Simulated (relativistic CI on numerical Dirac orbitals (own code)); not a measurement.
**Crystal-field levels of Fe⁵⁺, 3d3**

Calculated by Dirac-Coulomb-Breit CI, separate exchange-only KLI orbitals for each configuration, model QED, valence Slater integrals scaled by 0.7, one configuration in a parametric crystal field (own radial code).

Field parameters in Wybourne normalisation: Td as Oh with Dq negative (B⁴₀ = 21Dq, B⁴₄ = √(5/14) B⁴₀). The field is a parameter set, without covalency.

S is read from ⟨S²⟩ = S(S + 1).

Levels (cm⁻¹, degeneracy): 0 (4), 123 (2), 722 (4), 1119 (2), 6725 (4), 11801 (2), 11841 (4), 12175 (2), 12218 (4), 17369 (2), 17644 (4), 17922 (2).

Task: Which field gives this pattern?
A. Td, 10Dq = -6800 cm⁻¹
B. Td, 10Dq = -13050 cm⁻¹
C. Td, 10Dq = -15150 cm⁻¹
D. Td, 10Dq = -17250 cm⁻¹

Result: B. Td, 10Dq = -13050 cm⁻¹, ground level with S = 1.49.
